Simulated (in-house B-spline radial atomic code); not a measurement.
A radial electron density 4πr²n(r) was computed for an atom or ion in its tabulated ground configuration with an all-electron radial atomic-structure program (B-spline basis); method: non-relativistic PBE0, spin-polarised, spherical fractional occupations, exact exchange averaged over the configuration. Columns: r (bohr), 4πr²n(r) (electrons per bohr), bar.

```
 0.00202    1.109 #
 0.00247     1.61 ##
 0.00302    2.321 ##
 0.00368      3.3 ###
  0.0045    4.674 ####
  0.0055    6.537 ######
 0.00673    9.025 ########
 0.00822    12.21 ###########
    0.01    16.07 ###############
  0.0123    20.91 ####################
   0.015    26.06 ########################
  0.0183     31.3 #############################
  0.0224    35.99 ##################################
  0.0274     39.2 #####################################
  0.0335     40.2 ######################################
  0.0409    38.84 ####################################
    0.05    35.89 ##################################
  0.0611    33.23 ###############################
  0.0746    33.08 ###############################
  0.0912    36.63 ##################################
   0.111    42.44 ########################################
   0.136    46.97 ############################################
   0.166    45.89 ###########################################
   0.203    38.57 ####################################
   0.249    29.29 ###########################
   0.304    24.66 #######################
   0.371    26.43 #########################
   0.454    30.24 ############################
   0.555    29.86 ############################
   0.678     23.7 ######################
   0.828    15.15 ##############
    1.01    8.309 ########
    1.24    4.475 ####
    1.51    2.954 ###
    1.85    2.136 ##
    2.26    1.369 #
    2.76   0.6732 #
    3.37   0.2384 
    4.12  0.05724 
    5.04 0.008642 
    6.15 0.0007792 
    7.52 3.57e-05
```

Task: Which atom or ion is it?
A. Se2+
B. As3+
C. Ga2+
D. As2+

Result: D. The area under the curve, ∫4πr²n dr = ∫r·4πr²n d(ln r) on this logarithmic grid, is 31 electrons, which only this option has. The configuration is [Ar] 3d10 4s2 4p1.
